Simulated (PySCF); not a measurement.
C₂H₃F₂GaO₂. Atoms are numbered in the order given.

```xyz
10

Ga    -0.0014     0.7554     0.0000
F      1.4962     1.6460     0.0000
F     -1.5232     1.6046     0.0000
O      0.0170    -0.9058     1.0859
C      0.0213    -1.5770     0.0000
C     -0.0019    -3.0685     0.0000
O      0.0170    -0.9058    -1.0859
H      0.4778    -3.4569    -0.9068
H      0.4778    -3.4569     0.9068
H     -1.0559    -3.3920     0.0000
```
Charge 0, spin multiplicity 1.

The structure is a stationary point at B3LYP-D3(BJ)/def2-SVP. The values are those of a single conformer.

Level of theory: PySCF with PBE/def2-TZVP.

ESP charges are fitted to the potential on shells at 1.4 to 2.0 van der Waals radii. Atomic charges (e):

```json
[
 {"atom": "Ga1", "ESP fit": "[?]", "IAO": "1.29"},
 {"atom": "F2", "ESP fit": "-0.42", "IAO": "-0.49"},
 {"atom": "F3", "ESP fit": "-0.42", "IAO": "-0.49"},
 {"atom": "O4", "ESP fit": "[?]", "IAO": "-0.46"},
 {"atom": "C5", "ESP fit": "0.67", "IAO": "0.52"},
 {"atom": "C6", "ESP fit": "[?]", "IAO": "-0.47"},
 {"atom": "O7", "ESP fit": "[?]", "IAO": "-0.46"},
 {"atom": "H8", "ESP fit": "0.21", "IAO": "0.19"},
 {"atom": "H9", "ESP fit": "0.21", "IAO": "0.19"},
 {"atom": "H10", "ESP fit": "0.21", "IAO": "0.20"}
]
```

**Question.** What belongs in the gaps? (An estimate is asked for; the answer gives what the named calculation found.)

**Answer.** 
- Ga1, ESP fit: 1.11
- O4, ESP fit: -0.47
- C6, ESP fit: -0.64
- O7, ESP fit: -0.47
